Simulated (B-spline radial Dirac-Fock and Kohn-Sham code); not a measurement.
## Isotope-shift constants of Kα1, Cu to Sn

Model: first-order field-shift and mass-shift constants from Dirac-Fock ground and hole states with a Fermi nucleus; the mass shift has no relativistic recoil terms. Program: a B-spline atomic structure program. δE = F·δ⟨r²⟩ + K·δ(1/M); mass constants are not given above Z = 50.

```csv
Z,element,F (meV/fm²),normal K (meV u),specific K (meV u)
29,Cu,-5.63,-4420,1380
30,Zn,-6.57,-4750,1480
31,Ga,-7.63,-5090,1600
32,Ge,-8.83,-5430,1720
33,As,-10.2,-5800,1850
34,Se,-11.7,-6170,1980
35,Br,-13.5,-6560,2120
36,Kr,-15.4,-6950,2270
37,Rb,-17.5,-7370,2430
38,Sr,-20.0,-7790,2590
40,Zr,-25.7,-8680,2910
41,Nb,-29.0,-9140,3080
42,Mo,-32.6,-9620,3260
43,Tc,-36.7,-10100,3440
44,Ru,-41.2,-10600,3620
45,Rh,-46.3,-11100,3810
46,Pd,-51.8,-11700,4010
47,Ag,-57.9,-12200,4210
48,Cd,-64.6,-12800,4430
49,In,-72.1,-13300,4650
50,Sn,-80.3,-13900,4890
```

Values without a named source are computed, but for edge energies of neutral atoms, which are taken from tables.
